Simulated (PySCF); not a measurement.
# `F[C@@H]1COCS[C@H]1F`, C4H6F2OS

Molfile (atoms numbered from 1):
```
C4H6F2OS
     RDKit          3D

 14 14  0  0  0  0  0  0  0  0999 V2000
    1.7210   -0.7337   -1.1701 F   0  0  0  0  0  0  0  0  0  0  0  0
    1.0625   -0.6088    0.0251 C   0  0  2  0  0  0  0  0  0  0  0  0
   -0.3427   -1.2173   -0.0681 C   0  0  0  0  0  0  0  0  0  0  0  0
   -1.2167   -0.5110   -0.9124 O   0  0  0  0  0  0  0  0  0  0  0  0
   -1.4977    0.7683   -0.4765 C   0  0  0  0  0  0  0  0  0  0  0  0
   -0.0401    1.8802   -0.6128 S   0  0  0  0  0  0  0  0  0  0  0  0
    1.0529    0.8685    0.4282 C   0  0  1  0  0  0  0  0  0  0  0  0
    0.6656    0.9397    1.7443 F   0  0  0  0  0  0  0  0  0  0  0  0
    1.6462   -1.1706    0.7684 H   0  0  0  0  0  0  0  0  0  0  0  0
   -0.2683   -2.2205   -0.4920 H   0  0  0  0  0  0  0  0  0  0  0  0
   -0.7527   -1.2734    0.9517 H   0  0  0  0  0  0  0  0  0  0  0  0
   -1.8255    0.7910    0.5713 H   0  0  0  0  0  0  0  0  0  0  0  0
   -2.2607    1.1867   -1.1310 H   0  0  0  0  0  0  0  0  0  0  0  0
    2.0556    1.3005    0.3518 H   0  0  0  0  0  0  0  0  0  0  0  0
  1  2  1  0
  2  3  1  0
  3  4  1  0
  4  5  1  0
  5  6  1  0
  6  7  1  0
  7  8  1  0
  7  2  1  0
  2  9  1  1
  3 10  1  0
  3 11  1  0
  5 12  1  0
  5 13  1  0
  7 14  1  1
M  END
```

Method: PySCF, TDDFT LC-wPBE/def2-SVPD circular dichroism and optical rotation, one conformer, gas phase. Geometry: GFN2-xTB.

**Question.** Draw the ECD and absorption spectra from the lowest 16 states, each a Gaussian of half-width 0.25 eV at 1/e height.

**Answer.** 
```
E (eV)  λ (nm)  Δε (L mol⁻¹ cm⁻¹)  ε (L mol⁻¹ cm⁻¹)
  5.36     231              -0.07             0.475
  5.51     225              -0.53              3.65
  5.66     219              -1.98              13.7
  5.81     214              -3.60              24.9
  5.96     208              -3.20              22.1
  6.11     203              -1.38              9.53
  6.26     198              -0.29                 2
  6.41     194              -0.03             0.205
  6.56     189               0.00                 0
  6.71     185              -0.01             0.503
  6.86     181              -0.14              10.4
  7.01     177              -1.44               105
  7.16     173              -6.98               525
  7.31     170             -15.97              1330
  7.46     166             -14.93              2010
  7.61     163              +2.78              2890
  7.76     160             +22.69              4980
  7.91     157             +30.43              6750
  8.06     154             +25.13              6550
  8.21     151             +19.54              5800
  8.36     148             +27.21              5560
  8.51     146             +51.25              6380
  8.66     143             +61.38              6670
  8.81     141             +31.79              6270
  8.96     138              -7.57              7820
  9.11     136             -26.53             10000
  9.26     134             -34.76             10800
```
Δε uses R in velocity form, ε uses f in length form. Only the states computed contribute, so the short-wavelength end is incomplete.
